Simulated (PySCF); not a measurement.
PySCF input for CH7FOSi2, SMILES O[SiH2][SiH2]CF, PBE-D3(BJ)/def2-SVP. Coordinates come from a PBE-D3(BJ)/def2-SVP optimisation. This is a generated structure with no PubChem entry under its InChIKey; it may be hypothetical. Other conformers were not sampled.

```python
import numpy as np
from pyscf import gto, scf, dft, df
from pyscf.hessian import thermo

mol = gto.M(
    atom='''
    O    -1.63851946    1.52673764   -0.31028341
    Si   -1.63019546    0.17555350    0.71162354
    Si    0.62568197   -0.48350869    0.67492059
    C     1.21471172   -0.33014503   -1.14320318
    F     2.57033894   -0.62868488   -1.25746284
    H    -2.50651197    1.94852960   -0.43837135
    H    -2.52308669   -0.92574075    0.18391521
    H    -2.12248791    0.50560821    2.10162088
    H     0.78513408   -1.90067436    1.15708099
    H     1.46395943    0.41553199    1.54249293
    H     0.62811889   -1.01432695   -1.79891613
    H     1.02489819    0.70757800   -1.50078866
    ''',
    basis='def2-SVP',
    charge=0,
    spin=0,
    max_memory=1600,
    verbose=3,
)
mf = dft.RKS(mol, xc='pbe').density_fit(auxbasis='def2-universal-jkfit')
mf.disp = 'd3bj'
mf.grids.level = 3
mf.conv_tol = 1e-11
mf.max_cycle = 100
mf.kernel()

# [left out here: the lines that compute and print the analytic Hessian (its translational invariance restored by hand, since the grid's response is missing), thermochemistry and intensities]
```

Output:

```
[...]
       3   C                 0.01  0.04 -0.03   -0.01  0.03 -0.17   -0.01  0.01 -0.07
       4   F                 0.01 -0.01 -0.01    0.02 -0.00  0.00    0.00 -0.00  0.01
       5   H                -0.06 -0.07  0.08   -0.04 -0.07  0.03    0.01  0.04  0.05
       6   H                 0.20 -0.03 -0.16   -0.06 -0.06  0.19   -0.20  0.40 -0.42
       7   H                -0.27 -0.01 -0.08    0.09  0.23 -0.05    0.14 -0.57  0.22
       8   H                 0.52 -0.04 -0.23    0.06 -0.03 -0.02   -0.07  0.01  0.09
       9   H                -0.42  0.17  0.19    0.17 -0.05 -0.05    0.01 -0.03  0.06
      10   H                 0.02 -0.13  0.14    0.08  0.02 -0.25    0.02  0.01 -0.09
      11   H                -0.01 -0.05 -0.25    0.08  0.03 -0.20    0.03  0.02 -0.08
Mode                                12                  13                  14
Irrep
Freq [cm^-1]                      734.9392            768.5716            805.1475
Reduced mass [au]                   1.1988              1.1306              4.1621
Force const [Dyne/A]                0.3815              0.3935              1.5897
Char temp [K]                    1057.4139           1105.8034           1158.4280
Normal mode                   x     y     z       x     y     z       x     y     z
       0   O                 0.01  0.02 -0.01    0.03  0.02 -0.03    0.02  0.15 -0.12
       1  Si                 0.01 -0.02  0.01    0.01 -0.02  0.01   -0.02 -0.07  0.05
       2  Si                 0.05 -0.01 -0.01   -0.02  0.02 -0.00   -0.00 -0.00  0.00
       3   C                -0.00  0.01 -0.07    0.00 -0.02  0.05   -0.00 -0.01 -0.00
       4   F                -0.01  0.00  0.02    0.01  0.00 -0.01    0.00  0.00 -0.00
       5   H                -0.10 -0.14  0.12   -0.28 -0.45  0.42   -0.10 -0.02  0.04
       6   H                -0.13  0.07  0.04   -0.30  0.30 -0.13    0.15 -0.24  0.14
       7   H                -0.28  0.19 -0.13   -0.22  0.18 -0.11    0.15 -0.21  0.14
       8   H                -0.45  0.06  0.33    0.08 -0.02 -0.16    0.03 -0.00 -0.01
       9   H                -0.42  0.06  0.35    0.24 -0.05 -0.19   -0.00 -0.02  0.02
      10   H                -0.01  0.00 -0.05   -0.00  0.02  0.02    0.00  0.01 -0.02
      11   H                -0.01  0.02 -0.05    0.01 -0.01  0.09   -0.00  0.00  0.02
Mode                                15                  16                  17
Irrep
Freq [cm^-1]                      835.8023            884.3798            907.3231
Reduced mass [au]                   1.3774              1.0942              1.2325
Force const [Dyne/A]                0.5669              0.5042              0.5978
Char temp [K]                    1202.5334           1272.4257           1305.4359
Normal mode                   x     y     z       x     y     z       x     y     z
       0   O                 0.01  0.01 -0.00   -0.02  0.02 -0.01   -0.04  0.03 -0.01
       1  Si                -0.00 -0.00 -0.00    0.02 -0.02  0.01    0.05 -0.04  0.01
       2  Si                -0.01 -0.04 -0.01    0.01 -0.01  0.03   -0.02  0.01 -0.01
       3   C                 0.03  0.14  0.02   -0.02  0.00  0.01    0.01 -0.00  0.00
       4   F                -0.00 -0.02 -0.00    0.02 -0.00 -0.01   -0.01  0.00 -0.00
       5   H                -0.02 -0.03  0.03    0.09  0.18 -0.16    0.15  0.33 -0.28
       6   H                -0.02 -0.01  0.04   -0.18  0.08  0.12   -0.35  0.18  0.20
       7   H                -0.01 -0.02  0.00   -0.20 -0.08 -0.04   -0.40 -0.06 -0.13
       8   H                -0.15  0.07  0.34   -0.35 -0.20 -0.46    0.26  0.10  0.17
       9   H                 0.21  0.06 -0.31   -0.14  0.47 -0.35    0.16 -0.27  0.11
      10   H                 0.02 -0.23  0.40    0.00 -0.01  0.00    0.01 -0.00  0.01
      11   H                -0.08 -0.05 -0.44   -0.00  0.00 -0.00   -0.01 -0.00  0.02
Mode                                18                  19                  20
Irrep
Freq [cm^-1]                      945.4116           1038.0390           1202.7216
Reduced mass [au]                   1.1696              7.1352              1.0943
Force const [Dyne/A]                0.6159              4.5298              0.9326
Char temp [K]                    1360.2368           1493.5070           1730.4487
Normal mode                   x     y     z       x     y     z       x     y     z
       0   O                -0.03  0.03 -0.01   -0.00  0.00 -0.00    0.00 -0.00  0.00
       1  Si                 0.01 -0.05  0.04   -0.00 -0.00  0.00   -0.00  0.00 -0.00
       2  Si                -0.00  0.00  0.00   -0.00 -0.00  0.01    0.00  0.01  0.00
       3   C                -0.00  0.01  0.00    0.20 -0.04 -0.02    0.02  0.06  0.01
       4   F                 0.00 -0.00 -0.00   -0.14  0.03  0.01   -0.01 -0.04 -0.01
       5   H                 0.10  0.22 -0.19    0.00  0.00 -0.00   -0.00 -0.01  0.01
       6   H                 0.11  0.18 -0.58    0.00  0.00 -0.01    0.00  0.00  0.00
       7   H                 0.23  0.56 -0.04    0.01  0.01  0.00    0.00 -0.01  0.00
       8   H                -0.04 -0.00  0.01   -0.02 -0.04 -0.07    0.00 -0.01 -0.05
       9   H                 0.02  0.01 -0.04    0.01  0.06 -0.06   -0.01 -0.02  0.04
      10   H                 0.00 -0.01  0.02    0.16 -0.02 -0.02    0.59 -0.19 -0.22
      11   H                -0.02 -0.00 -0.01    0.18 -0.05 -0.03   -0.64  0.04  0.23
Mode                                21                  22                  23
Irrep
Freq [cm^-1]                     1257.8534           1405.3057           2113.8034
Reduced mass [au]                   1.2754              1.0758              1.0391
Force const [Dyne/A]                1.1889              1.2517              2.7356
Char temp [K]                    1809.7710           2021.9220           3041.2925
Normal mode                   x     y     z       x     y     z       x     y     z
       0   O                 0.00 -0.00  0.00    0.00 -0.00  0.00   -0.00 -0.00  0.00
       1  Si                -0.00  0.00 -0.00   -0.00  0.00  0.00   -0.02 -0.02 -0.01
       2  Si                -0.01  0.00  0.01   -0.00 -0.00  0.00    0.00  0.00 -0.00
       3   C                 0.06  0.00 -0.12    0.07 -0.02  0.02   -0.00  0.00 -0.00
       4   F                 0.01 -0.00  0.02    0.01 -0.00  0.01   -0.00  0.00  0.00
       5   H                -0.00 -0.01  0.01   -0.00 -0.00  0.00    0.00 -0.00 -0.00
       6   H                 0.00 -0.00  0.00    0.00  0.00  0.00    0.57  0.71  0.35
       7   H                 0.01 -0.01  0.00   -0.00  0.00 -0.00    0.01 -0.02 -0.07
       8   H                 0.02 -0.02 -0.04   -0.00 -0.01 -0.01    0.00 -0.07  0.03
       9   H                 0.03  0.02 -0.03    0.00  0.01 -0.01   -0.02 -0.01 -0.01
      10   H                -0.42 -0.12  0.45   -0.37  0.53 -0.20   -0.00 -0.00  0.00
      11   H                -0.31  0.14  0.50   -0.56 -0.23 -0.33    0.00  0.00 -0.00
Mode                                24                  25                  26
Irrep
Freq [cm^-1]                     2122.4403           2157.6303           2168.4262
Reduced mass [au]                   1.0420              1.0313              1.0508
Force const [Dyne/A]                2.7657              2.8287              2.9110
Char temp [K]                    3053.7190           3104.3497           3119.8825
Normal mode                   x     y     z       x     y     z       x     y     z
       0   O                 0.00  0.00 -0.00    0.00 -0.00  0.00    0.00 -0.00  0.00
       1  Si                 0.01 -0.01 -0.03   -0.00 -0.00  0.00    0.00  0.00  0.00
       2  Si                 0.00 -0.00  0.00    0.01 -0.02  0.02    0.01  0.03  0.01
       3   C                 0.00 -0.00  0.00    0.00 -0.00 -0.00    0.00  0.00 -0.00
       4   F                 0.00  0.00 -0.00   -0.00  0.00 -0.00   -0.00 -0.00 -0.00
       5   H                -0.00 -0.00 -0.00    0.00 -0.00  0.00   -0.00 -0.00  0.00
       6   H                 0.05  0.04  0.01    0.03  0.03  0.02   -0.04 -0.05 -0.02
       7   H                -0.31  0.22  0.89    0.03 -0.02 -0.09    0.01 -0.01 -0.04
       8   H                 0.00  0.05 -0.02   -0.08  0.77 -0.26    0.07 -0.50  0.17
       9   H                -0.05 -0.06 -0.05   -0.29 -0.33 -0.31   -0.46 -0.48 -0.47
      10   H                -0.00  0.00  0.00   -0.00  0.00  0.01    0.00  0.00  0.01
      11   H                -0.00 -0.00  0.00   -0.00 -0.00  0.01   -0.00  0.00 -0.00
Mode                                27                  28                  29
Irrep
Freq [cm^-1]                     2946.5328           3005.0878           3748.4596
Reduced mass [au]                   1.0568              1.1070              1.0668
Force const [Dyne/A]                5.4057              5.8900              8.8315
Char temp [K]                    4239.4047           4323.6523           5393.1988
Normal mode                   x     y     z       x     y     z       x     y     z
       0   O                -0.00 -0.00  0.00   -0.00 -0.00  0.00   -0.05  0.03 -0.01
       1  Si                -0.00  0.00 -0.00    0.00  0.00 -0.00   -0.00 -0.00  0.00
       2  Si                -0.00 -0.00  0.00    0.00  0.00  0.00    0.00  0.00 -0.00
       3   C                -0.04  0.01 -0.05    0.02  0.09  0.01    0.00 -0.00  0.00
       4   F                -0.00  0.00  0.00   -0.00 -0.00 -0.00    0.00 -0.00 -0.00
       5   H                 0.00 -0.00  0.00   -0.00 -0.00  0.00    0.85 -0.43  0.14
       6   H                 0.00  0.00  0.00   -0.00 -0.00 -0.00   -0.00 -0.00  0.00
       7   H                 0.00 -0.00  0.00    0.00 -0.00  0.00    0.00 -0.00  0.00
       8   H                 0.00 -0.00  0.00   -0.00 -0.01  0.00   -0.00 -0.00  0.00
       9   H                 0.00  0.00  0.00   -0.00 -0.00 -0.00    0.00 -0.00  0.00
      10   H                 0.38  0.48  0.43   -0.30 -0.37 -0.37   -0.00  0.00  0.00
      11   H                 0.09 -0.59  0.18    0.11 -0.68  0.25   -0.00  0.00 -0.00
temperature 298.1500 [K]
pressure 101325.00 [Pa]
Rotational constants [GHz] 5.83941 1.35768 1.17142
Symmetry number 1
Zero-point energy (ZPE) 0.07557 [Eh]   198421.875 [J/mol]
                           tot       elec      trans        rot        vib
Entropy [J/mol/K]       384.406      0.000    167.395    116.897    100.114
Cv [J/mol/K]            122.409      0.000     12.472     12.472     97.465
Cp [J/mol/K]            130.723      0.000     20.786     12.472     97.465
Internal energy [J/mol]                      3718.434   3718.434 213586.023
Internal energy [Eh]   -795.41869  -795.50287
Enthalpy [J/mol]                             6197.391   3718.434 213586.023
Enthalpy [Eh]          -795.41774
Gibbs free energy [J/mol]                  -43711.519 -31134.490 183737.129
Gibbs free energy [Eh] -795.46140
mode   freq/cm-1   IR/(km/mol)
   1       38.89         0.730
   2       78.24         2.637
   3       90.42         0.476
   4      177.31         4.935
   5      231.04        94.496
   6      266.92        11.030
   7      392.15        33.127
   8      422.38         0.709
   9      474.83         6.680
  10      592.49        12.947
  11      663.43         8.229
  12      697.57        23.632
  13      734.94       249.462
  14      768.57       138.279
  15      805.15        54.970
  16      835.80        14.830
  17      884.38        91.882
  18      907.32        95.356
  19      945.41        54.073
  20     1038.04        87.037
  21     1202.72         2.546
  22     1257.85         3.553
  23     1405.31         1.606
  24     2113.80       113.628
  25     2122.44       124.759
  26     2157.63        68.092
  27     2168.43        97.636
  28     2946.53        15.839
  29     3005.09        13.049
  30     3748.46        74.139
max |gradient| / (hartree/bohr): 5.333658321510985e-05
APT charges: [-0.7577  1.0407  0.6781  0.3196 -0.498   0.2787 -0.2849 -0.2817 -0.2232
 -0.2238 -0.0314 -0.0162]
```

The calculation finished and met its thresholds.
